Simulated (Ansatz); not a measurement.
Basis-set extrapolation for `BOC([SiH3])[SiH3]` (PBE0-D4/def2-TZVP geometry, frozen core, the Gaussian-basis code of Ansatz). Multiplicity 1, RHF reference.

```csv
,def2-TZVPP,def2-QZVPP
HF,-720.608413,-720.633501
MP2 correlation,-0.766640,-0.821282
CCSD(T) correlation,-0.863136,not run
```

Energies in hartree. Use E(X) = E(∞) + A·exp(−7.88·√X) for Hartree–Fock and E(X) = E(∞) + B·X^(−2.97) for correlation, with X = 3 and 4, and add CCSD(T) minus MP2 of the smaller set to the MP2 limit.

What is the CCSD(T) energy at the basis-set limit?

HF limit: -720.633501 + (-0.025088) × 0.13774 = -720.63696. MP2 limit: -0.821282 + (-0.054642) × 0.74074 = -0.86176. Higher-order term: -0.863136 − (-0.766640) = -0.09650. Total: -721.59522 hartree, 77.6 kcal/mol below CCSD(T)/def2-TZVPP.
